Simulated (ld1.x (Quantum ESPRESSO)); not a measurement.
## Building the PAW potential for Te (Z = 52) (LDA (PZ), scalar-relativistic).

| Property | Result |
| --- | --- |
| Element | tellurium (Te) |
| Generator | ld1.x (Quantum ESPRESSO) 7.5 |
| Type | PAW |
| Functional | LDA (PZ) |
| Relativity | scalar-relativistic |
| Frozen core | [Kr] |
| Valence charge | 16 |
| Reference configuration | 4d10 5s2 5p4 |
| Partial waves | 5s (bound): rcut 1.75, rcutus 2.05 bohr; 5s channel at -0.7 Ry: rcut 1.75, rcutus 2.05 bohr; 5p (bound): rcut 1.60, rcutus 2.10 bohr; 5p channel at 1.65 Ry: rcut 1.60, rcutus 2.10 bohr; 4d (bound): rcut 1.30, rcutus 1.75 bohr; 4d channel at -2.4 Ry: rcut 1.30, rcutus 1.75 bohr |
| Local potential | all-electron potential smoothed inside 2.00 bohr (lloc = -1) |
| Core correction | a·sin(br)/r model core, default radius (core density twice the valence density) |
| Augmentation charge | BESSEL, radius 1.05 bohr |

All-electron outer shells of the reference configuration (LDA (PZ), scalar-relativistic, ld1.x):

```
shell  level (eV)  outermost node (bohr)  outermost maximum (bohr)
   4s     -163.99                   0.38                      0.70
   4p     -114.19                   0.38                      0.74
   4d      -41.70                   0.36                      0.81
   5s      -15.36                   0.91                      1.77
   5p       -6.12                   1.00                      2.17
```

Question: Does the generator finish with these settings?

Answer: Yes, a potential is produced and its reference levels are reproduced.

Question: Estimate the cutoffs (Ry, on a coarse ladder) from which the occupation-weighted sum of valence levels, in a spherical-Bessel basis at the reference potential, stays within 10 and 1 mRy of its value at 400 Ry.

Answer: 40 Ry and 80 Ry.

Question: What does a ghost test show?

Answer: No extra level below or beside the all-electron valence levels (s, p, d, f tested).

Question: Is the overlap operator S = 1 + Σ q|β⟩⟨β| positive definite (Bessel basis up to 400 Ry)?

Answer: Yes: its lowest eigenvalue is 0.33 (s channel).

Question: Which valence shell sets the plane-wave cutoff?

Answer: 4d: its level needs 40 Ry to come within 1 mRy, against 8 Ry for 5s.

Question: Tests: 4d10 5s2 5p3; 4d10 5s2 5p2; 4d10 5s2 5p1; 4d10 5s1 5p4; 4d10 5s1 5p5; 4d10 5s2 5p0; 4d9 5s2 5p4. Which has the largest error in its energy relative to the reference configuration, and how large is it?

Answer: 4d9 5s2 5p4, with +339 meV (all-electron minus pseudo) on +49.31 eV.
